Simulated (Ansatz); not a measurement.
Basis sets compared for the cluster MgBr₂⁻. The state is a doublet with charge -1. Geometry r2SCAN-D4/def2-TZVPD. Ansatz on 4 threads of Arm Neoverse V1 on a shared host; times are rough, and most runs start from earlier orbitals.

```
atom    x (Å)    y (Å)    z (Å)
 Mg1   0.6384   0.5560  -0.1220
 Br2  -1.6446   1.0142  -0.9850
 Br3   1.0062  -1.5702   1.1070
```

At PBE-D4/def2-SVPD, PBE-D4/def2-TZVPD the highest occupied level of the charge -1 doublet lies above zero (up to 0.39 eV). By energy differences its removal costs 1.96 eV (vertical, to the charge 0 singlet, at PBE-D4/def2-TZVPD); a positive level beside a positive removal energy at the same level points to self-interaction error. The structure comes from a short search, and lower isomers may exist.

```tsv
level	functions	energy (Eh)	HOMO (eV)	LUMO (eV)	wall time
PBE-D4/def2-SVPD	103	-5347.0040	0.35	1.47	1.4 s
PBE0-D4/def2-SVPD	103	-5347.2045	-0.37	2.13	2.7 s
```

(1) Estimate the rows for PBE-D4/def2-TZVPD (with forces), PBE0-D4/def2-TZVPD.

Results:

(1) 
```json
{"level": "PBE-D4/def2-TZVPD (with forces)", "functions": "149", "energy (Eh)": "-5347.6931", "HOMO (eV)": "0.39", "LUMO (eV)": "1.52", "wall time": "2.4 s"}
{"level": "PBE0-D4/def2-TZVPD", "functions": "149", "energy (Eh)": "-5347.8937", "HOMO (eV)": "-0.34", "LUMO (eV)": "2.18", "wall time": "3.5 s"}
```
